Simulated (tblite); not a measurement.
Compound: C₆H₈O (charge +1 and doublet state).
Cartesian coordinates in Å at the GFN2-xTB level; atoms count from 1:
```
atom  x, y, z in Å
C1    -2.8926    0.6216   -0.0666
C2    -1.7234    0.4105    0.5231
C3    -0.7197   -0.4692   -0.1249
O4    -0.9158   -1.2106   -1.0258
C5     0.6720   -0.3195    0.5677
C6     1.7543   -0.6534   -0.3705
C7     2.7065    0.2189   -0.7339
H8    -3.6436    1.2330    0.4147
H9    -3.1528    0.2084   -1.0296
H10   -1.4513    0.8478    1.4713
H11    0.5942   -1.0617    1.3733
H12    0.7869    0.6762    0.9975
H13    1.7393   -1.6595   -0.7756
H14    2.6696    1.2646   -0.4651
H15    3.5720   -0.0991   -1.2947
```

All values are computed: GFN2-xTB (tblite) harmonic vibrations without scaling, gas phase. Errors from tens to a few hundred cm⁻¹ against measured bands are possible. One conformer, not necessarily the lowest. Open shells enter through the occupations alone, without spin polarisation, and single modes of such species can be off by tens of per cent.

Harmonic wavenumbers (cm⁻¹): 42.8, 73.6, 97.4, 185.6, 291.8, 356.2, 406.8, 443.4, 511.1, 589.3, 655.6, 779.8, 835.4, 862.5, 874.0, 888.0, 920.5, 946.9, 991.3, 1014.1, 1046.6, 1147.5, 1191.2, 1237.9, 1251.2, 1321.3, 1341.0, 1387.7, 1540.5, 1582.5, 1803.5, 2908.3, 3003.1, 3039.9, 3056.9, 3075.8, 3088.4, 3106.9, 3108.7.

A = 6664, B = 1405, C = 1286 MHz; mass 96.058 u (most abundant isotopes); point group C1, symmetry number 1; spin multiplicity 2.

**Question.** Zero-point energy?

**Answer.** ½Σν̃ = 25502 cm⁻¹ = 72.92 kcal/mol.

**Question.** Entropy at 200 K, 1 bar (ideal gas, RRHO, classical rotation)?

**Answer.** Translation 37.64, rotation 26.49, vibration 14.87, spin (R ln 2) 1.38: S = 80.4 cal/(mol K).

**Question.** And Cp and H(200 K) − H(0)?

**Answer.** Cp = 23.06 cal/(mol K), of which vibrations give 15.11 (their classical limit is 39 R = 77.5); H(200 K) − H(0) = 3.14 kcal/mol without the zero-point energy, 1.55 from vibrations.

**Question.** What must be added to the electronic energy to get the Gibbs energy at 200 K and 1 bar?

**Answer.** ZPE + [H(200 K) − H(0)] − T·S = 72.92 + 3.14 − 16.08 = 59.98 kcal/mol.

**Question.** Which modes carry the vibrational entropy at 200 K?

**Answer.** 42.8 cm⁻¹: 4.34; 73.6 cm⁻¹: 3.27; 97.4 cm⁻¹: 2.73; 185.6 cm⁻¹: 1.55; 291.8 cm⁻¹: 0.84; 356.2 cm⁻¹: 0.58 cal/(mol K); the other 33 give 1.54 together.

**Question.** Blend soft modes into free rotors: weight 1/[1 + (100 cm⁻¹/ν̃)⁴] for the oscillator and the rest for a rotor with moment μB/(μ + B), μ = h/(8π²ν), B = 10⁻⁴⁴ kg m². What vibrational entropy results?

**Answer.** 13.38 cal/(mol K) in place of 14.87, which changes −T·S at 200 K by +0.30 kcal/mol.

Hindered rotation and anharmonicity are outside this model. Other conformers, if any are populated, would add a mixing term that is left out. The structure is chiral; the term R ln 2 for an equal mix with its mirror image is left out.
